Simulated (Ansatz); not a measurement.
A nudged elastic band was laid between two geometries of C2H7BFNSn (13 atoms, charge 0, multiplicity 1).

All numbers below come from Ansatz, RKS B3LYP-D4/def2-SVP.

```json
{
 "movable images": "5",
 "climbing image": "yes",
 "spring": "5.0 eV/Å²",
 "optimiser": "quadratic models (default)",
 "start path": "through a guess of the saddle point",
 "force threshold": "0.05 eV/Å",
 "iteration limit": "60",
 "end points": "relaxed"
}
```

First end point:

```xyz
13
Properties=species:S:1:pos:R:3
C 0.157 -2.240 -0.241
Sn 0.717 -0.588 1.033
N -0.250 1.069 0.284
C -0.303 1.761 -1.081
B -1.046 2.166 0.206
F -1.864 2.941 0.898
H 0.730 -3.141 0.024
H -0.917 -2.446 -0.126
H 0.364 -1.977 -1.288
H 2.406 -0.260 0.946
H 0.182 -0.758 2.657
H 0.628 2.250 -1.407
H -0.785 1.189 -1.890
```

Last end point:

```xyz
13
Properties=species:S:1:pos:R:3
C 0.674 -2.115 -0.448
Sn 0.468 -0.651 1.128
N -0.093 1.107 0.215
C -1.258 1.532 -0.682
B -0.085 2.401 -0.196
F 0.585 3.538 -0.124
H 0.873 -3.109 -0.021
H -0.256 -2.153 -1.032
H 1.505 -1.830 -1.108
H 1.940 -0.320 1.950
H -0.799 -1.065 2.220
H -1.284 1.077 -1.684
H -2.249 1.552 -0.203
```

Task: What changes between the two ends?

Result: No bond is made or broken. The dihedral H11–Sn2–N3–C4 goes from -177 to -62°. The two ends are copies of one structure, up to a mirror image or an exchange of like atoms.

Task: Give the energies along the band, and the barrier.

Result: The run converged. The highest image is number 3 of 0 to 6, 0.3 kcal/mol above the ends, which have the same energy within 2 meV. A vibrational analysis at the climbing image gives no mode beyond 40i cm⁻¹: the surface is too flat there to confirm a saddle point.

| image | path coordinate (Å) | energy (kcal/mol) | dihedral H11–Sn2–N3–C4 (°) |
| --- | --- | --- | --- |
| 0 | 0.00 | 0.0 | -177 |
| 1 | 0.97 | 0.1 | -157 |
| 2 | 1.93 | 0.3 | -136 |
| 3 | 2.90 | 0.3 | -115 |
| 4 | 3.77 | 0.2 | -98 |
| 5 | 4.64 | 0.1 | -80 |
| 6 | 5.51 | 0.0 | -62 |

Task: What is the geometry of the highest image?

Result: 
```xyz
13
Properties=species:S:1:pos:R:3:forces:R:3
C 0.309 -2.110 -0.341 0.01 0.01 0.00
Sn 0.655 -0.589 1.151 -0.01 0.00 0.00
N -0.088 1.129 0.288 0.00 0.00 -0.01
C -0.834 1.435 -1.015 0.00 -0.01 -0.01
B -0.414 2.431 0.080 0.01 0.01 0.01
F -0.339 3.645 0.599 0.00 0.00 0.00
H 0.705 -3.078 -0.004 0.00 0.00 0.00
H -0.771 -2.204 -0.523 0.00 0.00 0.00
H 0.808 -1.819 -1.276 0.00 0.00 0.00
H 2.323 -0.329 1.482 0.00 0.00 0.00
H -0.219 -0.869 2.607 0.00 0.00 0.00
H -0.258 1.294 -1.943 0.00 0.00 0.00
H -1.856 1.031 -1.091 0.00 0.00 0.00
```

The run took 7.6 min on 2 threads of Arm Neoverse V2 (shared host), peak memory 0.39 GiB.
